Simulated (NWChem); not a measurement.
Molecule: C2H2BF3; SMILES C(/F)=C/B(F)F

```xyz
8

F     -0.5849     1.9768     0.0000
C      0.6608     1.5441     0.0000
C      0.9914     0.2491     0.0000
B     -0.0139    -0.9227     0.0000
F     -1.3219    -0.7504     0.0000
F      0.4218    -2.1721     0.0000
H      1.3775     2.3739     0.0000
H      2.0641     0.0388     0.0000
```
Atoms are numbered in this order, from 1.

All runs: NWChem. Pople sets run with spherical d functions. Structure relaxed at the PBE0/def2-SVP level. Level: PBE0/6-31+G*; rows give the wavelength of the field.

Order these by “anisotropy (bohr³)”, lowest first: 1065 nm; static; 589 nm.

static (22.6), 1065 nm (23.1), 589 nm (24.4)
